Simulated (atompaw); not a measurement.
## u(r) = r·R(r): atom against pseudo-atom (Ta)

Columns: radius, all-electron u(r) and pseudo u(r) of the 5d shell (level -3.62 eV) of tantalum in the configuration [Kr] 4d10 4f14 5s2 5p6 5d3 6s2 6p0; PBEsol, scalar-relativistic, PAW (atompaw) scheme, atompaw 4.2.0.5.

```
r (bohr)  all-electron  pseudo
   0.106        0.1949  0.0004
   0.212        0.0100  0.0031
   0.317       -0.2426  0.0101
   0.423       -0.2953  0.0234
   0.529       -0.1919  0.0443
   0.635       -0.0238  0.0734
   0.740        0.1501  0.1106
   0.846        0.3066  0.1558
   0.952        0.4344  0.2077
   1.058        0.5328  0.2643
   1.163        0.6038  0.3230
   1.269        0.6529  0.3824
   1.375        0.6834  0.4393
   1.481        0.6991  0.4911
   1.587        0.7035  0.5358
   1.692        0.6994  0.5712
   1.798        0.6888  0.5970
   1.904        0.6736  0.6124
   2.010        0.6551  0.6177
   2.115        0.6346  0.6139
   2.221        0.6125  0.6027
   2.327        0.5896  0.5858
   2.433        0.5663  0.5652
   2.538        0.5432  0.5430
   2.644        0.5200  0.5200
   2.750        0.4971  0.4971
```

Problem. How many radial nodes do the two functions have?

Solution. The all-electron 5d function has n − l − 1 = 2; the pseudo-wave has 0, since the states of the same l below it are removed with the core.

Problem. Is the pseudo-wave norm-conserving?

Solution. No, it belongs to a PAW set: the norm inside the radius is not constrained, and the difference is carried by the augmentation charge.
